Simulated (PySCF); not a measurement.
Spinor energies of Ge³¹⁺ (germanium, charge +31)

Start: 1s1; 1s1/2 filled at m_j = +1/2. Calculated with PySCF 2.14 in an uncontracted even-tempered set (15 s from 47 bohr⁻², ratio 2.4; 9 p from 61 bohr⁻², ratio 2.4; 3 d from 180 bohr⁻², ratio 2.6; 3 f from 280 bohr⁻², ratio 2.6): generalised Hartree-Fock with the X2C-1e Hamiltonian and a Gaussian nucleus; one run each with spin-orbit coupling (SO) switched off, then screened by Boettger's factors, then bare.

```json
{"spinor shell": "1s1/2", "electrons": "1", "ε, spin-free (eV)": "-14127.3", "ε, screened SO (eV)": "-14127.3", "ε, bare SO (eV)": "-14127.3", "weight of nominal j (screened SO)": "1.000", "rms radius, screened SO (bohr)": "0.0529"}
```

| quantity | spin-free | screened SO | bare SO |
| --- | --- | --- | --- |
| E (hartree) | -519.17018 | -519.17018 | -519.17018 |
| M_J | 1/2 | 1/2 | 1/2 |
| ⟨J²⟩ | 0.750 | 0.750 | 0.750 |
| ⟨L²⟩ | 0.000 | 0.000 | 0.000 |
| ⟨S²⟩ | 0.750 | 0.750 | 0.750 |

Without spin-orbit coupling the j labels of p, d and f shells carry no meaning; the spin-free column gives the mean over the occupied spinors of each nl shell.
